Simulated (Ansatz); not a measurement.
Geometry optimisation, RKS B3LYP-D4/def2-SVP (Ansatz 0.2.0).

input.yaml

```yaml
crystal:
  periodic: [false, false, false]
  atoms:
    - { symbol: B, position_ang: [-0.4723, -0.6469, 1.8373] }
    - { symbol: C, position_ang: [-0.1747, -0.4972, 0.2802] }
    - { symbol: Br, position_ang: [0.7582, -2.103, -0.2401] }
    - { symbol: O, position_ang: [0.7073, 0.6554, 0.0829] }
    - { symbol: Al, position_ang: [0.5713, 1.2335, -1.6928] }
    - { symbol: H, position_ang: [-1.6473, -0.5729, 2.1807] }
    - { symbol: H, position_ang: [0.3715, -0.6839, 2.6295] }
    - { symbol: H, position_ang: [-0.66436, 0.63897, -2.39372] }
    - { symbol: H, position_ang: [-0.5382, 2.3146, -2.077] }
    - { symbol: H, position_ang: [1.6077, 0.6701, -2.7234] }
basis:
  gaussian: { orbitals: def2-SVP }
hamiltonian:
  xc: b3lyp
  dispersion: d4
relax:
  f_tol: 0.02
  max_steps: 50
```

Launched with:

```bash
$ ansatz run input.yaml --threads 2 --pin off --max-ram 3072MiB --backend cpu --events-out ev --progress --plain --runs-dir out
```

Where does it end, and by what steps?

It converged. The force dipped under the threshold on the way, but the program's further checks kept it going. After 38 steps the energy has fallen by 4.557 eV; Br3 moved furthest, 1.79 Å. Parted: C2–Br3 (1.93 → 2.75 Å). Joined: B1–Br3 (2.82 → 2.04 Å).

```json
{"step": "0", "energy less start (eV)": "0.0000", "largest force component (eV/Å)": "5.773", "accepted": "yes"}
{"step": "2", "energy less start (eV)": "-2.6354", "largest force component (eV/Å)": "2.628", "accepted": "yes"}
{"step": "4", "energy less start (eV)": "-3.7057", "largest force component (eV/Å)": "1.024", "accepted": "yes"}
{"step": "6", "energy less start (eV)": "-3.9550", "largest force component (eV/Å)": "0.586", "accepted": "yes"}
{"step": "8", "energy less start (eV)": "-4.0001", "largest force component (eV/Å)": "0.790", "accepted": "yes"}
{"step": "10", "energy less start (eV)": "-4.0858", "largest force component (eV/Å)": "0.518", "accepted": "yes"}
{"step": "12", "energy less start (eV)": "-4.1740", "largest force component (eV/Å)": "1.067", "accepted": "yes"}
{"step": "14", "energy less start (eV)": "-4.3945", "largest force component (eV/Å)": "0.856", "accepted": "yes"}
{"step": "16", "energy less start (eV)": "-4.5320", "largest force component (eV/Å)": "0.277", "accepted": "yes"}
{"step": "18", "energy less start (eV)": "-4.5378", "largest force component (eV/Å)": "0.034", "accepted": "yes"}
{"step": "20", "energy less start (eV)": "-4.5423", "largest force component (eV/Å)": "0.163", "accepted": "yes"}
{"step": "22", "energy less start (eV)": "-4.5364", "largest force component (eV/Å)": "0.278", "accepted": "no"}
{"step": "24", "energy less start (eV)": "-4.5515", "largest force component (eV/Å)": "0.185", "accepted": "yes"}
{"step": "26", "energy less start (eV)": "-4.5542", "largest force component (eV/Å)": "0.277", "accepted": "yes"}
{"step": "28", "energy less start (eV)": "-4.5559", "largest force component (eV/Å)": "0.045", "accepted": "yes"}
{"step": "30", "energy less start (eV)": "-4.5563", "largest force component (eV/Å)": "0.025", "accepted": "yes"}
{"step": "32", "energy less start (eV)": "-4.5567", "largest force component (eV/Å)": "0.035", "accepted": "yes"}
{"step": "34", "energy less start (eV)": "-4.5572", "largest force component (eV/Å)": "0.019", "accepted": "yes"}
{"step": "36", "energy less start (eV)": "-4.5573", "largest force component (eV/Å)": "0.018", "accepted": "yes"}
{"step": "38", "energy less start (eV)": "-4.5574", "largest force component (eV/Å)": "0.015", "accepted": "yes"}
```

```xyz
10
Properties=species:S:1:pos:R:3
B -0.272 -1.021 1.894
C -0.079 -0.207 0.596
Br -0.023 -2.902 1.154
O 0.068 0.360 -0.378
Al 0.401 1.538 -2.549
H -1.399 -0.782 2.279
H 0.606 -0.663 2.651
H -0.605 0.563 -3.292
H -0.131 2.900 -1.933
H 1.955 1.222 -2.538
```

Run time: 5 min on 2 threads of Intel(R) Xeon(R) Platinum 8259CL CPU @ 2.50GHz (Skylake/Cascade Lake) (shared host), peak memory 0.32 GiB.
